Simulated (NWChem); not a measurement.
System: Si2H3OCl2F; SMILES [SiH2](F)O[SiH](Cl)Cl

NWChem printed, in part:

```
             Northwest Computational Chemistry Package (NWChem) 7.3.0
             --------------------------------------------------------

 C1  symmetry detected

                             Geometry "geometry" -> ""
                             -------------------------

 Output coordinates in angstroms (scale by  1.889725989 to convert to a.u.)

  No.       Tag          Charge          X              Y              Z
 ---- ---------------- ---------- -------------- -------------- --------------
    1 Si                  14.0000    -0.69975970     2.04989142     0.42492385
    2 F                    9.0000     0.35861565     3.06484701    -0.25447794
    3 O                    8.0000    -0.66146431     0.62480438    -0.41295220
    4 Si                  14.0000     0.04810622    -0.83323644    -0.63583967
    5 Cl                  17.0000    -1.10965933    -2.27942221     0.23918964
    6 Cl                  17.0000     1.89435806    -0.83564271     0.26149018
    7 H                    1.0000    -2.05490725     2.62627235     0.27855668
    8 H                    1.0000    -0.28562602     1.83180772     1.83175214
    9 H                    1.0000     0.18797728    -1.11720425    -2.07512506

 Effective nuclear repulsion energy (a.u.)     533.9717808588

                                 NWChem DFT Module
                                 -----------------

 Summary of "ao basis" -> "ao basis" (spherical)
 ------------------------------------------------------------------------------
       Tag                 Description            Shells   Functions and Types
 ---------------- ------------------------------  ------  ---------------------
 Si                         def2-svp                 8       18   4s3p1d
 F                          def2-svp                 6       14   3s2p1d
 O                          def2-svp                 6       14   3s2p1d
 Cl                         def2-svp                 8       18   4s3p1d
 H                          def2-svp                 3        5   2s1p

            General Information
            -------------------
          SCF calculation type: DFT
          Wavefunction type:  closed shell.
          No. of atoms     :     9
          No. of electrons :    82
           Alpha electrons :    41
            Beta electrons :    41
          Charge           :     0
          Spin multiplicity:     1
          Use of symmetry is: off; symmetry adaption is: off
          Maximum number of iterations: 150
          AO basis - number of functions:   115
                     number of shells:    53
          Convergence on energy requested:  1.00D-06
          Convergence on density requested:  1.00D-05
          Convergence on gradient requested:  5.00D-04

              XC Information
              --------------
                      r^2SCAN Method XC Functional
               r^2SCAN metaGGA Exchange Functional  1.000
                     r^2SCAN Correlation Potential  1.000

             Grid Information
             ----------------
          Grid used for XC integration:  medium
          Radial quadrature: Mura-Knowles
          Angular quadrature: Lebedev.
          Tag              B.-S. Rad. Rad. Pts. Rad. Cut. Ang. Pts.
          ---              ---------- --------- --------- ---------
          Si                  1.10       88          11.0       590
          F                   0.50       49          13.0       434
          O                   0.60       49           8.0       434
          Cl                  1.00       88          13.0       590
          H                   0.35       45          12.0       434
          Grid pruning is: on
          Number of quadrature shells:   585
          Spatial weights used: Becke

      Superposition of Atomic Density Guess
      -------------------------------------

 Sum of atomic energies:       -1671.60562933

      Non-variational initial energy
      ------------------------------

 Total energy =   -1673.122579
 1-e energy   =   -3379.729407
 2-e energy   =    1172.635047
 HOMO         =      -0.392435
 LUMO         =       0.067289

   convergence    iter        energy       DeltaE   RMS-Dens  Diis-err
 ---------------- ----- ----------------- --------- --------- ---------
 d= 0,ls=0.0,diis     1  -1675.5949365947 -2.21D+03  1.50D-02  1.06D+00
 d= 0,ls=0.0,diis     2  -1675.4634088567  1.32D-01  8.75D-03  2.44D+00
 d= 0,ls=0.0,diis     3  -1675.7094063221 -2.46D-01  1.61D-03  4.12D-02
 d= 0,ls=0.0,diis     4  -1675.7114344332 -2.03D-03  9.20D-04  1.24D-02
 d= 0,ls=0.0,diis     5  -1675.7130854884 -1.65D-03  1.78D-04  8.35D-04
  Resetting Diis
 d= 0,ls=0.0,diis     6  -1675.7131698626 -8.44D-05  5.16D-05  8.22D-05
 d= 0,ls=0.0,diis     7  -1675.7131769927 -7.13D-06  3.09D-05  4.73D-06
 d= 0,ls=0.0,diis     8  -1675.7131762391  7.54D-07  1.80D-05  1.30D-05
 d= 0,ls=0.0,diis     9  -1675.7131774832 -1.24D-06  2.95D-06  1.95D-07
 d= 0,ls=0.0,diis    10  -1675.7131775037 -2.05D-08  6.95D-07  9.49D-09

[...]

                         DFT ENERGY GRADIENTS

    atom               coordinates                        gradient
                 x          y          z           x          y          z
   1 Si     -1.322354   3.873733   0.802990    0.000795  -0.000506  -0.001065
   2 F       0.677685   5.791721  -0.480894   -0.000831  -0.000562   0.000460
   3 O      -1.249986   1.180709  -0.780367    0.000561  -0.000125   0.000627
   4 Si      0.090908  -1.574589  -1.201563    0.000136  -0.000071   0.001888
   5 Cl     -2.096952  -4.307483   0.452003    0.001095   0.001316  -0.000710
   6 Cl      3.579818  -1.579136   0.494145   -0.001692  -0.000207  -0.000796
   7 H      -3.883212   4.962935   0.526396   -0.000256   0.000201  -0.000111
   8 H      -0.539755   3.461615   3.461510    0.000129   0.000084   0.000155
   9 H       0.355226  -2.111210  -3.921418    0.000063  -0.000130  -0.000449
```

Level: r2SCAN/def2-SVP. Coordinates come from a PBE0/def2-SVP optimisation.

### Question
Reconstruct the input file.

### Answer
Several could match; the one computed here: the input that was run:
```
start job
memory heap 200 mb stack 900 mb global 1100 mb
geometry units angstroms noautoz
  Si    -0.211720     2.161605     0.530817
  F      0.806481     3.042398    -0.363247
  O     -0.512020     0.746248    -0.269783
  Si    -0.041875    -0.786671    -0.598683
  Cl    -1.170266    -2.084148     0.515246
  Cl     1.931067    -1.018946    -0.081575
  H     -1.489326     2.900128     0.642037
  H      0.442469     1.888285     1.832956
  H     -0.224166    -1.079277    -2.031476
end
basis spherical
  Si library def2-svp
  F library def2-svp
  O library def2-svp
  Cl library def2-svp
  H library def2-svp
end
dft
  xc r2scan
  iterations 150
  grid medium becke
end
task dft gradient
```
